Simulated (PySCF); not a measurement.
C₃H₁₀BN. Atoms are numbered in the order given.

```xyz
15

B     -0.0497    -0.5634     0.0000
C      0.6572    -1.9806     0.0000
H      1.3174    -2.0855    -0.8789
H     -0.0381    -2.8361     0.0000
H      1.3174    -2.0855     0.8789
C      0.8204     0.7665     0.0000
C      0.0625     2.0932     0.0000
H      1.5037     0.7195    -0.8708
H      1.5037     0.7195     0.8708
H     -0.5856     2.1889     0.8885
H     -0.5856     2.1889    -0.8885
H      0.7353     2.9661     0.0000
N     -1.4500    -0.4779     0.0000
H     -2.0561    -1.2899     0.0000
H     -1.9543     0.4014     0.0000
```

The structure is a stationary point at r2SCAN-D4/def2-SVP. The values are those of a single conformer.

All values below come from PBE/def2-TZVP (PySCF).

Isolated molecule, no solvent.

```json
{
 "total_energy": "-199.79164 hartree",
 "point_group": "Cs",
 "highest_occupied_level": "-6.68 eV",
 "lowest_empty_level": "0.05 eV",
 "orbital_gap": "6.73 eV",
 "dipole_moment": "1.19 D",
 "quadrupole, principal values (traceless, Buckingham form, about the centre of nuclear charge)": "-2.53, -2.13, 4.66 D·Å",
 "mean_static_polarisability": "61.9 bohr³ (9.17 Å³)",
 "polarisability_principal_values": "50.8, 65.6, 69.3 bohr³"
}
```
